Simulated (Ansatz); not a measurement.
`[NH]1[AlH][S][InH][SiH2]1`, relaxed with RKS PBE0-D4/def2-TZVP in the Gaussian-basis code of Ansatz from a GFN2-xTB geometry. The force threshold is 0.005 eV/Å; the program also tests the step.

Charge 0, multiplicity 1. In: def2 effective core potential.

Start:

```xyz
10

N     0.594   -0.925   -0.504
Al    0.681   -1.192    1.312
S    -0.265    0.266    2.589
In   -1.041    1.667    0.625
Si   -0.147    0.316   -1.454
H     1.052   -1.649   -1.050
H     1.434   -2.448    1.725
H    -1.916    3.093    1.310
H     0.842    1.075   -2.248
H    -1.236   -0.204   -2.306
```

```
step  energy (eV)  largest force (eV/Å)  largest move (Å)
   1  -32048.5736                 1.270             0.000
   2  -32048.7337                 0.615             0.192
   3  -32048.7765                 0.199             0.044
   4  -32048.7809                 0.056             0.019
   5  -32048.7811                 0.028             0.006
   6  -32048.7811                 0.013             0.005
   7  -32048.7811                 0.005             0.002
```

End:

```xyz
10

N     0.616   -0.977   -0.526
Al    0.689   -1.200    1.253
S    -0.262    0.278    2.522
In   -1.029    1.652    0.668
Si   -0.158    0.331   -1.346
H     1.065   -1.676   -1.103
H     1.445   -2.465    1.816
H    -1.893    3.045    1.160
H     0.781    1.128   -2.191
H    -1.255   -0.116   -2.253
```

It took 37 s on 4 threads of an AMD EPYC 7B13 on a shared host, with 0.82 GiB of host memory at the peak.
